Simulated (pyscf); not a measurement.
Structures and frequencies: ωB97X-D3(BJ)/def2-SVP in PySCF. Correlated levels are frozen-core, on RHF or UHF. ΔMP2 is the change of the MP2 total energy from the triple- to the quadruple-zeta basis.

Task: Estimate the classical barrier height and the reaction energy of GeH₄ + Cl–GeH: [singlet] -> Cl–GeH₃ + GeH₂ [singlet] at CCSD(T)/def2-TZVPP + ΔMP2(QZVPP). The step runs on the singlet surface, breaks Ge–H, Cl–Ge and forms Cl–Ge, Ge–H; take the separated reactants as zero.

Result: ΔE‡ = 64.7 kJ/mol, ΔE = +56.7 kJ/mol. Zero-point energy shifts the barrier by +7.7 kJ/mol. It is a four-centre exchange, with an imaginary mode of 228i cm⁻¹. On the reactant side the descent ends in a bound adduct, 34.1 kJ/mol under the separated species and 81.1 kJ/mol under the saddle at ωB97X-D3(BJ)/def2-TZVP. On the product side the descent ends in an adduct with a Cl–Ge contact, 56.8 kJ/mol under the separated species and 46.2 kJ/mol under the saddle at ωB97X-D3(BJ)/def2-TZVP. What is counted as broken (Cl–Ge) persists as a longer contact in the product adduct; parting that adduct is a step of its own. At ωB97X-D3(BJ)/def2-TZVP the barrier from the zero used here is 47.0 kJ/mol. This is the saddle that the search found; another between the same sides may lie lower. The CCSD(T) − MP2 part came from Ansatz, without density fitting, on the same reference. The frozen core leaves the outer d or s,p core shells of the metals and heavy elements correlated in the MP2 and CC values, and def2-TZVPP describes them poorly, which can shift differences by a few kcal/mol. Elements up to Kr have no core potential and no relativistic terms here.
